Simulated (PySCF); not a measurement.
Compound: C3H8F2Si2.
Cartesian coordinates in Å at the PBE0-D3(BJ)/def2-SVP level; atoms count from 1:
```xyz
15
C3H8F2Si2 angstrom
F      1.5939   -0.9035    1.3414
C      2.0424   -0.0460    0.3761
F      2.6106    1.0186    1.0013
Si     0.5201    0.5120   -0.6551
C     -0.7841    1.1909    0.5359
Si    -1.7124   -0.4630    0.3264
C     -0.5289   -1.0100   -1.0718
H      2.8386   -0.5706   -0.1852
H      0.9844    1.3852   -1.7764
H     -1.3427    2.0589    0.1525
H     -0.4153    1.4336    1.5435
H     -3.1345   -0.3157   -0.1146
H     -1.6523   -1.3376    1.5338
H     -0.0382   -1.9867   -0.9471
H     -0.9985   -0.9808   -2.0674
```

Method: TDDFT B3LYP/def2-SVPD, vertical, gas phase, core orbitals frozen in the response (PySCF).

Transition dipole moments from the ground state, in atomic units and in the frame of the coordinates above (overall signs are arbitrary), for the states with f of 0.002 or more among the lowest 10:

```
state  E (eV)      μx      μy      μz
   S5   7.352  -0.303  -0.184   0.052
   S6   7.414   0.722   0.230  -0.330
   S7   7.428   0.279  -0.106  -0.055
   S8   7.537  -0.223  -0.070   0.013
  S10   7.702  -0.078  -0.023   0.176
```

**Question.** Work out the oscillator strengths.

**Answer.** f = (2/3) ΔE |μ|² with ΔE in hartree (27.2114 eV).

```
state  |μ|² (au)  |μ| (D)      f
   S5      0.129     0.91  0.023
   S6      0.683     2.10  0.124
   S7      0.092     0.77  0.017
   S8      0.055     0.59  0.010
  S10      0.038     0.49  0.007
```

**Question.** What angle do the transition dipoles of S6 and S8 make?

**Answer.** |cos θ| = |μa·μb| / (|μa| |μb|) = 0.94, so θ ≈ 20° (taken between 0 and 90°, since the signs are arbitrary).

**Question.** How is the summed strength of these states shared among x, y and z?

**Answer.** (2/3) Σ ΔE μα² gives 0.136 for x, 0.019 for y and 0.027 for z, 0.181 in all.

**Question.** What peak molar absorption coefficient would the strongest computed level give as a lone Gaussian band 0.4 eV wide at half height?

**Answer.** ε(max) = 2.175×10⁸ f / FWHM, with the width in cm⁻¹. S6: 2.175×10⁸ × 0.1241 / 3226 ≈ 8400 L mol⁻¹ cm⁻¹.

All these states lie below the vertical ionisation energy of 9.59 eV (ΔSCF).

One conformer stands for the species.
